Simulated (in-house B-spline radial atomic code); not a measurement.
Values are calculated unless marked as measured or tabulated.
C6 from the polarisability at imaginary frequency: Zn2+

BSE on G0W0@HF linear response of the closed shell [Ar] 3d10, from an all-electron radial atomic-structure program (B-spline basis); scalar-relativistic (spin-free one-electron X2C), finite nucleus, no spin-orbit coupling.

The dispersion coefficient of two like species is C6 = (3/π) ∫ α(iu)² du from 0 to ∞.

```tsv
u (hartree)	α(iu) (bohr³)
0	2.32
0.156	2.264
0.364	2.066
0.624	1.768
1.04	1.382
1.56	1.058
2.34	0.7572
3.64	0.4846
5.2	0.3173
7.79	0.1842
13	0.08495
26	0.02679
```

Problem. Fit one oscillator, α(iu) = α(0)/(1 + u²/ω²), through u = 0.624 and estimate C6.

Solution. From α(0)/α(iu) − 1 = 2.32/1.768 − 1 = 0.3122, ω = u/√0.3122 = 1.1168 hartree (30.4 eV). London's formula gives C6 = (3/4) α(0)² ω = 0.75 × 2.32² × 1.1168 = 4.508 hartree·bohr⁶, and the oscillator holds f = α(0) ω² = 2.89 electrons, of a sum of oscillator strengths of 28.5.

Problem. How does that compare with the full integral?

Solution. The program's quadrature over all excitations gives C6 = 5.91, so the single oscillator is off by -23.7 %. At the last point the fit gives α = 0.00427 against 0.0268: higher excitations, and deeper shells where there are any, keep the true curve higher at large u.
